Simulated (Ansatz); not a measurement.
Ansatz (a program for electronic structure) input (CCSD(T)/aug-cc-pV(D+d)Z):
A basis named .json is the Basis Set Exchange file of that set.

Ansatz 0.2 input:
```yaml
crystal:
  periodic: [false, false, false]
  atoms:
    - {symbol: Si, position_ang: [0.97108021, -0.58087265, 0.01833942]}
    - {symbol: S, position_ang: [-0.75787112, 0.54665389, -0.01125239]}
    - {symbol: H, position_ang: [-1.46918503, -0.61424516, -0.07671353]}
basis:
  gaussian:
    orbitals: aug-cc-pV_D+d_Z.json
total_charge: 1
magnetization: {spin_polarized: false}
correlation: {method: ccsd_t, electrons: outside_noble_gas}
output: {forces: true}
```

End of the output:

```
cycle   5  -6.47128395 eV  change    3.1e-4 eV  update   2.1e-3
cycle   6  -6.47112345 eV  change    1.6e-4 eV  update   7.8e-4
cycle   7  -6.47113005 eV  change   -6.6e-6 eV  update   2.6e-4
cycle   8  -6.47121184 eV  change   -8.2e-5 eV  update   9.3e-5
cycle   9  -6.47120363 eV  change    8.2e-6 eV  update   3.7e-5
cycle  10  -6.47119802 eV  change    5.6e-6 eV  update   1.6e-5
cycle  11  -6.47120209 eV  change   -4.1e-6 eV  update   7.0e-6
cycle  12  -6.47120035 eV  change    1.7e-6 eV  update   2.8e-6
perturbative correction -0.27789502 eV, -0.0102124536 hartree
the calculation of the forces begins
Total energy: -18694.70068726 eV, -687.0175785336 hartree
Atom 0 at     0.971080    -0.580873     0.018339 Å, force     0.304556    -0.206876     0.004942 eV/Å
Atom 1 at    -0.757871     0.546654    -0.011252 Å, force    -0.214192     0.374432     0.004033 eV/Å
Atom 2 at    -1.469185    -0.614245    -0.076714 Å, force    -0.090363    -0.167556    -0.008974 eV/Å
Dipole moment:     0.310796    -0.385004    -0.000660 e Å
```

It need not be the lowest isomer of its formula.
